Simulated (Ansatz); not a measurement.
Reaction (ligand exchange at a Ti–F bond): `[NH2][Ti]([NH2])([NH2])[F]` + `CNC` → `C[N](C)[Ti]([NH2])([NH2])[NH2]` + H–F

Program: Ansatz. Geometries: PBE0-D4/def2-TZVP. ΔE: electronic, gas phase. CCSD(T)/CBS is the MP2 limit (def2-TZVPP, def2-QZVPP) plus CCSD(T) − MP2 in def2-TZVPP, frozen cores. This one scheme is used for every species. Functionals use def2-TZVPP. B3LYP here is the variant with VWN-RPA as its local correlation; programs differ in this. HSE06 is defined as in plane-wave codes. For Ti outer-core shells are correlated without core-valence functions, which leaves a few kJ/mol of doubt a bond. Scalar relativity is left out up to krypton. Each species was taken in one conformer, which may not be the lowest.

```
             level  ΔE (kJ/mol)  difference from CCSD(T)/CBS
         revPBE-D4        101.8                         10.2
           BLYP-D4        107.6                         16.0
           PBE0-D4        108.0                         16.4
          B3LYP-D4        109.6                         18.0
        r2SCANh-D4        114.2                         22.6
          HSE06-D4        107.9                         16.3
          BHLYP-D4        114.3                         22.7
            B2PLYP        114.4                         22.8
               PBE        120.4                         28.8
            revPBE        126.8                         35.2
              PBE0        119.8                         28.2
             B3LYP        129.4                         37.8
       HF/def2-SVP        139.1                         47.5
    MP2/def2-QZVPP         85.3                         -6.3
SCS-MP2/def2-QZVPP         97.5                          5.9
     MP2/CBS(def2)         82.9                         -8.7
       CCSD(T)/CBS         91.6                            0
```

Largest T1 diagnostic among the species: 0.024, so the coupled-cluster value is less sure than usual.

The D4 term adds −19.8 kJ/mol with B3LYP and −11.8 kJ/mol with PBE0; it sums over pairs of atoms, weighted by their polarisabilities, and B3LYP, whose exchange is more repulsive, gets the larger term. At CCSD(T), def2-SVP lies +16.8 kJ/mol from the extrapolated value and def2-TZVPP +5.1 kJ/mol.
